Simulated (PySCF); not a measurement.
## Shapes and spin states of MoHCl

Level of theory: PBE0 in PySCF with Mo def2-TZVP with ECP28, H def2-TZVP, Cl def2-TZVP; scalar-relativistic core potentials, no spin–orbit coupling; density-fitted integrals.

Relaxations began from a few typed shapes and spin states; open shells are unrestricted. The search is not exhaustive: other isomers or separated fragments can lie lower, and high-lying points may rest on an excited occupation.

| spin | group | bonds | angles | imaginary modes (cm⁻¹) | ΔE (kJ/mol) | ΔE with ZPE (kJ/mol) |
| --- | --- | --- | --- | --- | --- | --- |
| quintet | Cs | Mo–Cl 2.261 Å, Mo–H 1.704 Å | Cl–Mo–H 113.4° | none | 0.0 | 0.0 |
| broken-symmetry Ms = 1 (⟨S²⟩ 3.00) | Cs | Mo–Cl 2.244 Å, Mo–H 1.694 Å | Cl–Mo–H 113.5° | none | 98.3 | 98.6 |
| broken-symmetry Ms = 1 (⟨S²⟩ 3.01) | Cs | Mo–Cl 2.243 Å, Mo–H 1.695 Å | Cl–Mo–H 114.6° | none | 98.5 | 98.9 |
| broken-symmetry Ms = 0 (⟨S²⟩ 1.99) | Cs | Mo–Cl 2.242 Å, Mo–H 1.690 Å | Cl–Mo–H 111.2° | none | 134.4 | 134.8 |
| broken-symmetry Ms = 1 (⟨S²⟩ 3.01) | C∞v | Mo–Cl 2.288 Å, Mo–H 1.788 Å | Cl–Mo–H 180.0° | 577i, 166i | 180.9 | – |
| broken-symmetry Ms = 0 (⟨S²⟩ 1.04) | Cs | Mo–Cl 2.198 Å, Mo–H 1.689 Å | Cl–Mo–H 115.8° | none | 185.7 | 186.4 |
| singlet (closed shell, unstable to spin polarisation) | Cs | Mo–Cl 2.192 Å, Mo–H 1.683 Å | Cl–Mo–H 111.6° | none | 250.1 | 250.9 |
| singlet (closed shell, unstable to spin polarisation) | C∞v | Mo–Cl 2.334 Å, Mo–H 1.774 Å | Cl–Mo–H 180.0° | 321i, 317i | 341.1 | – |

The lowest minimum found is the quintet Cs: Mo–Cl 2.261 Å, Mo–H 1.704 Å; Cl–Mo–H 113.4°.

For the lowest minimum: other spin states or occupations of the open shell can lie lower.

The electron or spin density has lower symmetry than the nuclear frame for the broken-symmetry Ms = 1 (⟨S²⟩ 3.00) Cs at 98.3 kJ/mol, broken-symmetry Ms = 1 (⟨S²⟩ 3.01) C∞v at 180.9 kJ/mol, singlet (closed shell, unstable to spin polarisation) C∞v at 341.1 kJ/mol.
